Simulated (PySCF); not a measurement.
Circular dichroism: `CO[C@@H]1C[C@@H]1C(N)=O`, C5H9NO2

Geometry:
| atom | x (Å) | y (Å) | z (Å) |
| --- | --- | --- | --- |
| C1 | -2.004 | -1.224 | 0.596 |
| O2 | -0.926 | -0.379 | 0.938 |
| C3 | -0.694 | 0.613 | -0.016 |
| C4 | 0.118 | 0.306 | -1.236 |
| C5 | 0.679 | 1.212 | -0.163 |
| C6 | 1.878 | 0.795 | 0.635 |
| N7 | 1.844 | -0.464 | 1.132 |
| O8 | 2.833 | 1.531 | 0.765 |
| H9 | -1.798 | -1.778 | -0.326 |
| H10 | -2.125 | -1.920 | 1.424 |
| H11 | -2.926 | -0.648 | 0.465 |
| H12 | -1.538 | 1.293 | -0.128 |
| H13 | -0.165 | 0.740 | -2.182 |
| H14 | 0.552 | -0.680 | -1.309 |
| H15 | 0.715 | 2.270 | -0.391 |
| H16 | 0.952 | -0.923 | 1.235 |
| H17 | 2.597 | -0.732 | 1.745 |

The calculation used TDDFT wB97X-D/aug-cc-pVDZ circular dichroism and optical rotation, one conformer, gas phase in PySCF 2.14.0. Geometry: GFN2-xTB.

The molecule is flexible and this is one conformer; a measurement averages over conformers. Singlets 11 and 12, 14 and 15 lie within 0.01 eV of each other, so their separate moments and overlaps can depend on how they mix.

(1) What are the CIP labels of the stereocentres?

(2) Which excitations and rotatory strengths does the calculation give?

Answers

(1) C3 R, C5 S.

(2) Rotatory strengths R in 10⁻⁴⁰ esu² cm², velocity form and length form (origin at the centre of mass); f in length form.
| state | E (eV) | λ (nm) | f | R (velocity) | R (length) | main |
| --- | --- | --- | --- | --- | --- | --- |
| 1 | 5.67 | 219 | 0.001 | -11.7 | -12.4 | HOMO→LUMO+8 0.57, HOMO→LUMO+9 0.13 |
| 2 | 6.70 | 185 | 0.022 | +16.1 | +16.3 | HOMO→LUMO 0.33, HOMO→LUMO+3 0.25 |
| 3 | 6.91 | 179 | 0.003 | +14.2 | +13.8 | HOMO→LUMO+1 0.24, HOMO−1→LUMO 0.14 |
| 4 | 7.05 | 176 | 0.030 | -42.7 | -42.7 | HOMO−2→LUMO 0.17, HOMO−1→LUMO+1 0.14 |
| 5 | 7.15 | 173 | 0.001 | -5.1 | -5.0 | HOMO→LUMO+1 0.34, HOMO−2→LUMO 0.15 |
| 6 | 7.34 | 169 | 0.055 | -37.2 | -38.3 | HOMO→LUMO+2 0.31, HOMO−1→LUMO+8 0.12 |
| 7 | 7.47 | 166 | 0.078 | +33.6 | +34.6 | HOMO−1→LUMO+8 0.27, HOMO→LUMO+3 0.09 |
| 8 | 7.63 | 162 | 0.036 | -0.6 | -0.5 | HOMO−2→LUMO+1 0.33, HOMO→LUMO+4 0.12 |
| 9 | 7.72 | 161 | 0.006 | -7.3 | -7.8 | HOMO−2→LUMO 0.18, HOMO→LUMO 0.15 |
| 10 | 7.79 | 159 | 0.015 | +26.9 | +25.9 | HOMO−2→LUMO+3 0.20, HOMO→LUMO+4 0.09 |
| 11 | 7.87 | 158 | 0.027 | -2.1 | -1.9 | HOMO−2→LUMO+2 0.17, HOMO→LUMO+6 0.13 |
| 12 | 7.87 | 157 | 0.012 | 0.0 | +0.2 | HOMO−1→LUMO+1 0.23, HOMO−1→LUMO+3 0.09 |
| 13 | 7.95 | 156 | 0.006 | +6.1 | +6.1 | HOMO−1→LUMO 0.19, HOMO−2→LUMO+8 0.18 |
| 14 | 8.04 | 154 | 0.005 | -4.2 | -4.4 | HOMO−2→LUMO+8 0.16, HOMO−2→LUMO+2 0.12 |
| 15 | 8.04 | 154 | 0.008 | 0.0 | 0.0 | HOMO−1→LUMO+3 0.20, HOMO−1→LUMO+2 0.13 |
| 16 | 8.06 | 154 | 0.003 | -5.2 | -5.2 | HOMO−3→LUMO 0.26, HOMO−3→LUMO+1 0.14 |

Among the states computed, the strongest CD band (largest |R|) is state 4. The largest dissymmetry factor in size, g = 4R/(D+G), with D and G the electric and magnetic dipole strengths, is -0.11 for state 1 (velocity form, f = 0.0009), among bands with |R| over 0.5. The mirror image has the same energies and oscillator strengths and all R with the opposite sign.
